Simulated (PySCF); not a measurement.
C₃H₁₂OSi₂.
SMILES with atom numbers: `[CH3:1][CH2:2][O:3][Si@H:4]([CH3:5])[SiH3:6]` (hydrogens: H7, H8, H9 on C1; H10, H11 on C2; H12 on Si4; H13, H14, H15 on C5; H16, H17, H18 on Si6)

Computed, not measured: PBE0-D3(BJ)/def2-SVP geometry optimisation, gas phase (PySCF).

Give the optimised bond lengths and angles.

```csv
bond,length (Å)
C1–C2,1.510
C2–O3,1.408
O3–Si4,1.674
Si4–C5,1.877
Si4–Si6,2.342
"C1–H7, C1–H8, C1–H9",1.100
C2–H10,1.108
C2–H11,1.108
Si4–H12,1.503
"C5–H13, C5–H14, C5–H15",1.101
"Si6–H16, Si6–H17, Si6–H18",1.497
```

Bonds in one row agree within 0.01 Å and their mean is given. A selection of angles:
```csv
angle,degrees
C2–C1–H7,110.9
C2–C1–H8,110.3
H7–C1–H8,108.6
H8–C1–H9,108.0
C1–C2–O3,109.5
C1–C2–H10,110.1
C1–C2–H11,109.9
O3–C2–H10,110.4
O3–C2–H11,110.3
H10–C2–H11,106.6
C2–O3–Si4,123.6
O3–Si4–C5,111.7
O3–Si4–Si6,105.8
O3–Si4–H12,109.0
C5–Si4–Si6,111.4
C5–Si4–H12,108.7
Si6–Si4–H12,110.3
Si4–C5–H13,110.4
Si4–C5–H14,111.0
H13–C5–H14,108.2
Si4–Si6–H16,111.3
Si4–Si6–H17,110.4
H16–Si6–H17,109.0
H16–Si6–H18,108.4
```

Dihedral angles: C1–C2–O3–Si4 -170° (antiperiplanar); C2–O3–Si4–C5 -66° (synclinal).

Si4 (oxygen-bound silicon) is distorted tetrahedral (angles from 105.8° to 111.7°). Si6 (SiH3 silicon) is tetrahedral (angles from 108.0° to 111.3°).

Point group: C1 (no symmetry element, even within 0.4 Å). PBE0-D3(BJ)/def2-SVP frequencies: not computed here. The numbers are those of one conformer.
